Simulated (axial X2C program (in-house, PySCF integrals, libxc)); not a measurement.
# VB: bond constants with and without spin–orbit coupling

All values were computed with an axial X2C code built on PySCF integrals. Spin-free means the one-electron spin-free X2C Hamiltonian; two-component (2c) means X2C with spin–orbit coupling and atomic mean-field two-electron Coulomb and Gaunt terms, so the difference of the two also holds small scalar two-electron terms. Basis: V dyall-cv3z [10s10p6d4f2g], B dyall-v3z [7s6p2d1f] (cores contracted in-house); Gaussian nuclei, density fitting, unrestricted open shells. Masses: V 50.944 u, B 11.009 u.

Input file and command:
```json
{
 "zs": [
  23,
  5
 ],
 "q": 0,
 "bas": [
  "dyall-cv3z",
  "dyall-v3z"
 ],
 "levels": [
  "PBE0",
  "HF",
  "TPSSh"
 ],
 "cc": true,
 "r0": 2.19,
 "thr": -2.0,
 "nmax": 90,
 "npts": 10,
 "nst": 2,
 "ntry": 6
}
```
```bash
python so2c.py task.json out
```

Keys: zs atomic numbers; q charge; bas basis sets; levels methods; cc coupled cluster on or off; r0 starting distance in Å; thr threshold in hartree for freezing inner shells (an s shell follows its p shell); nmax most natural virtual spinors; npts points on the curve; nst determinants followed; ntry starts of the search. HF also brings MP2.

State, spin-free: M_S = 3, Λ = 0 (beyond evenly filled blocks: 2 × σα, π+α, π-α, δ+α, δ-α); electrons by block: σα: 9, σβ: 7, π+α: 3, π+β: 2, π-α: 3, π-β: 2, δ+α: 1, δ-α: 1. Fragments: V + B.

State, 2c: Ω = 3 (⟨Sz⟩ = 3.00, ⟨Lz⟩ = 0.00 at PBE0); electrons by block: 1/2: 11, -1/2: 10, 3/2: 3, -3/2: 3, 5/2: 1. Fragments: V + B.

```csv
Hamiltonian,level,Re (Å),ωe (cm⁻¹),k (mdyn/Å),μ (D)
spin-free,PBE0,1.994,643.0,2.21,-3.12
spin-free,HF,2.144,491.7,1.29,-2.85
spin-free,MP2,1.919,616.1,2.02,n/a
spin-free,CCSD,1.988,655.7,2.29,n/a
spin-free,CCSD(T),2.002,644.2,2.21,n/a
spin-free,TPSSh,2.013,624.4,2.08,-3.07
2c,PBE0,1.994,642.6,2.2,-3.12
2c,TPSSh,2.013,624.0,2.08,-3.07
```

Correlated methods: 8 electrons correlated (number of frozen shells: V 3 s, 2 p; B 1 s), 258 virtual spin orbitals or spinors in MP2, 90 natural virtuals in coupled cluster.

Dipoles are positive if B is the positive end.

The state is a single determinant with fixed occupations, the lowest that a limited PBE0 search found. De is not given where an atomic determinant may have missed its ground term or J level, or where the truncated virtual space spoils (T). Density functionals use the spin component along the axis (collinear). CCSD and (T) use frozen natural virtuals with an MP2 correction for the truncation; (T) itself is uncorrected, so its De runs slightly low. PBE0 can misorder states that lie within some tenths of an eV, so this need not be the ground state of the molecule. The nearest other spin-free determinant of the search, M_S = 2, Λ = 0, lies 0.83 eV up at the distance of the search. Without a current term, density functionals place determinants with orbital angular momentum somewhat too high. Where the spin of this state cannot come from the lowest atoms of a level, the curve heads to a higher limit and no De is given. With several unpaired electrons one determinant need not be a pure state. The outer-core s and p shells of the metal are frozen in the correlated rows, which leaves out core–valence correlation; for alkali and alkaline-earth bonds that tends to lengthen them. Open-shell Ω = 0 determinants with evenly filled partner blocks cannot be reached by this program, so the Ω shown need not be the lowest component. The determinant is spin-polarised beyond a pure state at some levels (its spin-free form has ⟨S²⟩ too high), which makes Re and μ there less reliable. The T1 diagnostic is large, a sign of multireference character.

No reliable constants came from CCSD (2c), CCSD(T) (2c), HF (2c), MP2 (2c): no minimum in range, unconverged points, a curve that is not smooth, a change of character along it, or the two Hamiltonians disagreeing along it.

Rough cost a point (2c) on 1 thread(s) of a shared host, integrals apart: PBE0 0.9 s, TPSSh 1.7 s.

The whole task took 2.8 min on 1 thread of AMD EPYC 7B13 (Zen 3) (shared host).
